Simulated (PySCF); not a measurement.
Bonds broken one at a time in the series B SH-H. Isolated molecules, 0 K electronic values unless said otherwise. One relaxed conformer stands for each flexible species; it need not be the lowest. Strings in code marks are SMILES.

The four lowest singlet excitations (Tamm–Dancoff). Method: PBE0-D4/def2-TZVP run with PySCF 2.14.0. Excitations are Tamm–Dancoff values on a coarser integration grid. The basis has no diffuse functions, so Rydberg states are missing or too high.

```csv
state,energy (eV),wavelength (nm),oscillator strength
S1,6.00,207,0.000
S2,6.02,206,0.256
S3,6.63,187,0.000
S4,7.01,177,0.008
```

Question: Identify which member gives these states.
A. `SB(S)S`
B. `SBS` (H–S–B–S torsion 0°, S–B–S–H torsion 0°)
C. `BS` (H–B–S–H torsion 180°)

Answer: B, `SBS` (H–S–B–S torsion 0°, S–B–S–H torsion 0°)
